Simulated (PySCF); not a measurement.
N2O, singlet, at a GFN2-xTB geometry, atoms displaced at random by about 0.03 Å a coordinate; PySCF with R2SCAN/cc-pVDZ, gradient by finite differences.

PySCF was given this input:
```python
from pyscf import gto, scf, dft

mol = gto.M(
    atom='''
N     0.00348728    0.00371062   -1.15862513
N     0.03724204    0.00893934   -0.10524942
O     0.03853729   -0.05203626    1.10578006
''',
    basis='cc-pvdz',
    verbose=4,
)

mf = dft.RKS(mol)
mf.xc = 'r2scan'
mf.conv_tol = 1e-11
mf.kernel()
scan, done = mf.as_scanner(), []
scan.scf_summary = {}
def energy(d):
    c = mol.atom_coords()
    c[1, 1] += d
    e = scan(mol.set_geom_(c, unit='Bohr', inplace=False))
    done.append(scan.converged)
    return e
h = 1e-5
fd = (energy(h) - energy(-h)) / (2 * h)
print('dE/dx =', fd)
```

It wrote (shortened):

```
PySCF version 2.14.0

[INPUT] verbose = 4
[INPUT] num. atoms = 3
[INPUT] num. electrons = 22
[INPUT] charge = 0
[INPUT] spin (= nelec alpha-beta = 2S) = 0
[INPUT] symmetry False subgroup None
[INPUT] Mole.unit = angstrom
[INPUT] Symbol           X                Y                Z      unit          X                Y                Z       unit  Magmom
[INPUT]  1 N      0.003487280000   0.003710620000  -1.158625130000 AA    0.006590004120   0.007012055552  -2.189484176739 Bohr   0.0
[INPUT]  2 N      0.037242040000   0.008939340000  -0.105249420000 AA    0.070377255920   0.016892904334  -0.198892578569 Bohr   0.0
[INPUT]  3 O      0.038537290000  -0.052036260000   1.105780060000 AA    0.072824923683  -0.098334279947   2.089621467405 Bohr   0.0

nuclear repulsion = 62.1232372062584
number of shells = 15
number of NR pGTOs = 78
number of NR cGTOs = 42
basis = cc-pvdz
ecp = {}

******** <class 'pyscf.dft.rks.RKS'> ********
method = RKS
initial guess = minao
damping factor = 0
level_shift factor = 0
DIIS = <class 'pyscf.scf.diis.CDIIS'>
diis_start_cycle = 1
diis_space = 8
diis_damp = 0
SCF conv_tol = 1e-11
SCF conv_tol_grad = None
SCF max_cycles = 50
direct_scf = True
direct_scf_tol = 1e-13
XC library pyscf.dft.libxc version 7.1.2
    S. Lehtola, C. Steigemann, M. J. T. Oliveira, and M. A. L. Marques,  SoftwareX 7, 1–5 (2018)
XC functionals = r2scan
    J. W. Furness, A. D. Kaplan, J. Ning, J. P. Perdew, and J. Sun,  J. Phys. Chem. Lett. 11, 8208–8215 (2020)
    J. W. Furness, A. D. Kaplan, J. Ning, J. P. Perdew, and J. Sun,  J. Phys. Chem. Lett. 11, 9248–9248 (2020)
    J. W. Furness, A. D. Kaplan, J. Ning, J. P. Perdew, and J. Sun,  J. Phys. Chem. Lett. 11, 8208–8215 (2020)
    J. W. Furness, A. D. Kaplan, J. Ning, J. P. Perdew, and J. Sun,  J. Phys. Chem. Lett. 11, 9248–9248 (2020)
radial grids:
    Treutler-Ahlrichs [JCP 102, 346 (1995); DOI:10.1063/1.469408] (M4) radial grids

becke partition: Becke, JCP 88, 2547 (1988); DOI:10.1063/1.454033
pruning grids: <function nwchem_prune>
grids dens level: 3
symmetrized grids: False
atomic radii adjust function: <function treutler_atomic_radii_adjust>
small_rho_cutoff = 0
Set gradient conv threshold to 3.16228e-06
Initial guess from minao.
tot grids = 41888
init E= -185.296647851656
  HOMO = -0.353380889102616  LUMO = -0.00778146967657979  gap/eV = 9.40424
cycle= 1 E= -184.472277810484  delta_E= 0.824  |g|= 0.75  |ddm|= 2.33
  HOMO = -0.240833449635898  LUMO = -0.0276903934374999  gap/eV = 5.79992
cycle= 2 E= -183.593401065008  delta_E= 0.879  |g|= 2.27  |ddm|=    2
  HOMO = -0.312533732752065  LUMO = -0.00114427868869371  gap/eV = 8.47334
cycle= 3 E= -184.476486652862  delta_E= -0.883  |g|= 0.688  |ddm|= 1.72
  HOMO = -0.299696290352748  LUMO = -0.00934061456978902  gap/eV = 7.90098
cycle= 4 E= -184.572365144945  delta_E= -0.0959  |g|= 0.164  |ddm|= 0.544
  HOMO = -0.311178761490078  LUMO = -0.0196905341599169  gap/eV = 7.93180
cycle= 5 E= -184.577557077238  delta_E= -0.00519  |g|= 0.0255  |ddm|= 0.0995
  HOMO = -0.308309969705295  LUMO = -0.0155557165812291  gap/eV = 7.96625
cycle= 6 E= -184.577699162208  delta_E= -0.000142  |g|= 0.00568  |ddm|= 0.0173
  HOMO = -0.308999278516762  LUMO = -0.0159376287048382  gap/eV = 7.97461
cycle= 7 E= -184.577706081578  delta_E= -6.92e-06  |g|= 0.000554  |ddm|= 0.00392
  HOMO = -0.30899631588773  LUMO = -0.015903004797445  gap/eV = 7.97548
cycle= 8 E= -184.577706150625  delta_E= -6.9e-08  |g|= 0.000145  |ddm|= 0.000677
  HOMO = -0.308991807603091  LUMO = -0.0159060479478504  gap/eV = 7.97527
cycle= 9 E= -184.57770615579  delta_E= -5.17e-09  |g|= 4.12e-06  |ddm|= 0.000127
  HOMO = -0.30899138666477  LUMO = -0.0159057607339678  gap/eV = 7.97527
cycle= 10 E= -184.577706155794  delta_E= -3.41e-12  |g|= 8.06e-07  |ddm|= 4.64e-06
  HOMO = -0.308991475329286  LUMO = -0.0159058066165318  gap/eV = 7.97527
Extra cycle  E= -184.577706155793  delta_E= 9.09e-13  |g|= 1.5e-06  |ddm|= 1.64e-06
converged SCF energy = -184.577706155793
Create scanner for <class 'pyscf.dft.rks.RKS'>

WARN: Mole.unit (angstrom) is changed to Bohr

New geometry
   1 N      0.003487280000   0.003710620000  -1.158625130000 AA    0.006590004120   0.007012055552  -2.189484176739 Bohr
   2 N      0.037242040000   0.008944631772  -0.105249420000 AA    0.070377255920   0.016902904334  -0.198892578569 Bohr
   3 O      0.038537290000  -0.052036260000   1.105780060000 AA    0.072824923683  -0.098334279947   2.089621467405 Bohr

******** <class 'pyscf.scf.hf.RKS_Scanner'> ********
method = RKS_Scanner
initial guess = minao
damping factor = 0
level_shift factor = 0
DIIS = <class 'pyscf.scf.diis.CDIIS'>
diis_start_cycle = 1
diis_space = 8
diis_damp = 0
SCF conv_tol = 1e-11
SCF conv_tol_grad = None
SCF max_cycles = 50
direct_scf = True
direct_scf_tol = 1e-13
XC library pyscf.dft.libxc version 7.1.2
    S. Lehtola, C. Steigemann, M. J. T. Oliveira, and M. A. L. Marques,  SoftwareX 7, 1–5 (2018)
XC functionals = r2scan
    J. W. Furness, A. D. Kaplan, J. Ning, J. P. Perdew, and J. Sun,  J. Phys. Chem. Lett. 11, 8208–8215 (2020)
    J. W. Furness, A. D. Kaplan, J. Ning, J. P. Perdew, and J. Sun,  J. Phys. Chem. Lett. 11, 9248–9248 (2020)
    J. W. Furness, A. D. Kaplan, J. Ning, J. P. Perdew, and J. Sun,  J. Phys. Chem. Lett. 11, 8208–8215 (2020)
    J. W. Furness, A. D. Kaplan, J. Ning, J. P. Perdew, and J. Sun,  J. Phys. Chem. Lett. 11, 9248–9248 (2020)
radial grids:
    Treutler-Ahlrichs [JCP 102, 346 (1995); DOI:10.1063/1.469408] (M4) radial grids

becke partition: Becke, JCP 88, 2547 (1988); DOI:10.1063/1.454033
pruning grids: <function nwchem_prune>
grids dens level: 3
symmetrized grids: False
atomic radii adjust function: <function treutler_atomic_radii_adjust>
small_rho_cutoff = 0
Set gradient conv threshold to 3.16228e-06
tot grids = 41888
init E= -184.577705702345
  HOMO = -0.308991378341724  LUMO = -0.0159065438401991  gap/eV = 7.97524
cycle= 1 E= -184.577706059535  delta_E= -3.57e-07  |g|= 3.65e-06  |ddm|= 1.77e-05
  HOMO = -0.308991737629508  LUMO = -0.0159063271483731  gap/eV = 7.97526
cycle= 2 E= -184.577706059504  delta_E= 3.14e-11  |g|= 1.27e-05  |ddm|= 1.13e-05
  HOMO = -0.308991323555175  LUMO = -0.0159064416844332  gap/eV = 7.97525
cycle= 3 E= -184.577706059538  delta_E= -3.43e-11  |g|= 6.42e-07  |ddm|= 9.02e-06
  HOMO = -0.308991373314436  LUMO = -0.0159064294911232  gap/eV = 7.97525
cycle= 4 E= -184.577706059539  delta_E= -2.27e-13  |g|= 3.24e-07  |ddm|= 5.61e-07
  HOMO = -0.308991347075424  LUMO = -0.0159064571107717  gap/eV = 7.97525
Extra cycle  E= -184.577706059538  delta_E= 1.14e-13  |g|= 6.69e-07  |ddm|= 5.79e-07
converged SCF energy = -184.577706059538

WARN: Mole.unit (angstrom) is changed to Bohr

New geometry
   1 N      0.003487280000   0.003710620000  -1.158625130000 AA    0.006590004120   0.007012055552  -2.189484176739 Bohr
   2 N      0.037242040000   0.008934048228  -0.105249420000 AA    0.070377255920   0.016882904334  -0.198892578569 Bohr
   3 O      0.038537290000  -0.052036260000   1.105780060000 AA    0.072824923683  -0.098334279947   2.089621467405 Bohr

******** <class 'pyscf.scf.hf.RKS_Scanner'> ********
method = RKS_Scanner
initial guess = minao
damping factor = 0
level_shift factor = 0
DIIS = <class 'pyscf.scf.diis.CDIIS'>
diis_start_cycle = 1
diis_space = 8
diis_damp = 0
SCF conv_tol = 1e-11
SCF conv_tol_grad = None
SCF max_cycles = 50
direct_scf = True
direct_scf_tol = 1e-13
XC library pyscf.dft.libxc version 7.1.2
    S. Lehtola, C. Steigemann, M. J. T. Oliveira, and M. A. L. Marques,  SoftwareX 7, 1–5 (2018)
XC functionals = r2scan
    J. W. Furness, A. D. Kaplan, J. Ning, J. P. Perdew, and J. Sun,  J. Phys. Chem. Lett. 11, 8208–8215 (2020)
    J. W. Furness, A. D. Kaplan, J. Ning, J. P. Perdew, and J. Sun,  J. Phys. Chem. Lett. 11, 9248–9248 (2020)
    J. W. Furness, A. D. Kaplan, J. Ning, J. P. Perdew, and J. Sun,  J. Phys. Chem. Lett. 11, 8208–8215 (2020)
    J. W. Furness, A. D. Kaplan, J. Ning, J. P. Perdew, and J. Sun,  J. Phys. Chem. Lett. 11, 9248–9248 (2020)
radial grids:
    Treutler-Ahlrichs [JCP 102, 346 (1995); DOI:10.1063/1.469408] (M4) radial grids

becke partition: Becke, JCP 88, 2547 (1988); DOI:10.1063/1.454033
pruning grids: <function nwchem_prune>
grids dens level: 3
symmetrized grids: False
atomic radii adjust function: <function treutler_atomic_radii_adjust>
small_rho_cutoff = 0
Set gradient conv threshold to 3.16228e-06
tot grids = 41888
init E= -184.577706966004
  HOMO = -0.30899123214397  LUMO = -0.0159049196351435  gap/eV = 7.97528
cycle= 1 E= -184.577706252041  delta_E= 7.14e-07  |g|= 3.83e-06  |ddm|= 3.53e-05
  HOMO = -0.308991724390657  LUMO = -0.0159052420070064  gap/eV = 7.97529
cycle= 2 E= -184.577706252024  delta_E= 1.66e-11  |g|= 9.8e-06  |ddm|= 8.2e-06
  HOMO = -0.308991437298908  LUMO = -0.0159052195010909  gap/eV = 7.97528
cycle= 3 E= -184.577706252042  delta_E= -1.84e-11  |g|= 2.32e-06  |ddm|= 7.3e-06
  HOMO = -0.308991538418314  LUMO = -0.0159051327632921  gap/eV = 7.97529
cycle= 4 E= -184.577706252043  delta_E= -9.66e-13  |g|= 8.2e-07  |ddm|= 2.17e-06
  HOMO = -0.308991392247374  LUMO = -0.0159051957923131  gap/eV = 7.97528
Extra cycle  E= -184.577706252043  delta_E= 6.25e-13  |g|= 2.15e-06  |ddm|= 2.02e-06
converged SCF energy = -184.577706252043
dE/dx = 0.009625216534914216
```
